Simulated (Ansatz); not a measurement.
C7H12O2, SMILES `CCC(=O)CC(=O)CC`, relaxed with RKS PBE-D4/def2-SVP in the Gaussian-basis code of Ansatz from a rough embedded geometry. The force threshold is 0.03 eV/Å; the program also tests the step.

Total charge 0; spin multiplicity 1.

Start:

```xyz
21

C     1.332    1.862    2.419
C     0.362    0.837    1.956
C     0.972   -0.177    0.977
O     2.022   -0.058    0.569
C     0.040   -1.289    0.568
C    -0.908   -0.844   -0.548
O    -2.081   -0.501   -0.259
C    -0.376   -0.800   -1.935
C    -1.419   -0.437   -3.014
H     1.717    2.444    1.493
H     2.234    1.415    2.839
H     0.895    2.599    3.073
H    -0.452    1.342    1.443
H     0.013    0.296    2.811
H    -0.545   -1.668    1.418
H     0.609   -2.122    0.178
H     0.023   -1.799   -2.198
H     0.482   -0.114   -2.003
H    -1.785    0.563   -2.776
H    -2.211   -1.128   -3.018
H    -0.923   -0.422   -3.993
```

Task: How much energy does the relaxation release, and in how many steps? (Best estimate.)

Result: Ansatz gave: 0.84 eV, in 9 steps.

Task: Which bonds change most? (Best estimate.)

Result: Computed: C3–O4 from 1.132 to 1.221 Å; C9–H20 from 1.051 to 1.108 Å; C1–H10 from 1.159 to 1.108 Å; C2–H14 from 1.070 to 1.114 Å.

Task: Give the relaxed structure. (Best estimate.)

Result: The calculation gave: 
```xyz
21

C     1.239    1.980    2.312
C     0.415    0.721    2.076
C     0.927   -0.148    0.943
O     1.940    0.102    0.309
C     0.024   -1.331    0.561
C    -0.913   -0.815   -0.542
O    -1.951   -0.236   -0.264
C    -0.407   -0.993   -1.960
C    -1.268   -0.310   -3.014
H     1.266    2.612    1.403
H     2.289    1.726    2.561
H     0.819    2.582    3.142
H    -0.652    0.943    1.838
H     0.363    0.080    2.986
H    -0.593   -1.657    1.419
H     0.664   -2.153    0.191
H    -0.316   -2.088   -2.144
H     0.647   -0.629   -1.963
H    -1.329    0.781   -2.830
H    -2.306   -0.699   -2.993
H    -0.856   -0.469   -4.030
```
